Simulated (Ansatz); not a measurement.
Basis-set series for C₂H₇AlSi. Charge 0, multiplicity 1. The bonds changed during the relaxation, so this is another structure than the one it started from. The structure was optimised at the PBE0-D4/def2-TZVP level.

Cartesian coordinates in Å:
```
Si 0.066 0.936 -1.091
C -0.753 -0.437 -0.265
C -0.678 -0.344 1.272
Al 1.033 -0.805 0.504
H 0.424 0.747 -2.517
H -0.225 2.374 -0.823
H 1.431 0.851 -0.235
H -1.498 -1.051 -0.757
H -0.937 0.600 1.747
H -1.182 -1.172 1.770
H 2.319 -1.700 0.395
```

```json
{"functional": "PBE0-D4", "basis": "def2-SVP", "functions": "99", "energy (Eh)": "-611.72387", "HOMO (eV)": "-5.83", "LUMO (eV)": "-0.52"}
{"functional": "PBE0-D4", "basis": "def2-QZVPP", "functions": "464", "energy (Eh)": "-612.02054", "HOMO (eV)": "-5.84", "LUMO (eV)": "-0.72"}
{"functional": "ωB97M-V", "basis": "def2-SVP", "functions": "99", "energy (Eh)": "-611.95712", "HOMO (eV)": "-7.86", "LUMO (eV)": "1.35"}
{"functional": "ωB97M-V", "basis": "def2-QZVPP", "functions": "464", "energy (Eh)": "-612.25816", "HOMO (eV)": "-7.91", "LUMO (eV)": "0.80"}
```

Give the rows for def2-TZVPP. (Best estimate.)

The calculation gave: 
```
functional       basis  functions  energy (Eh)  HOMO (eV)  LUMO (eV)
   PBE0-D4  def2-TZVPP        244   -611.99856      -5.84      -0.66
   ωB97M-V  def2-TZVPP        244   -612.23730      -7.90       1.08
```

Positive LUMOs are unbound and depend on the basis.

Results of the Gaussian-basis code of Ansatz.
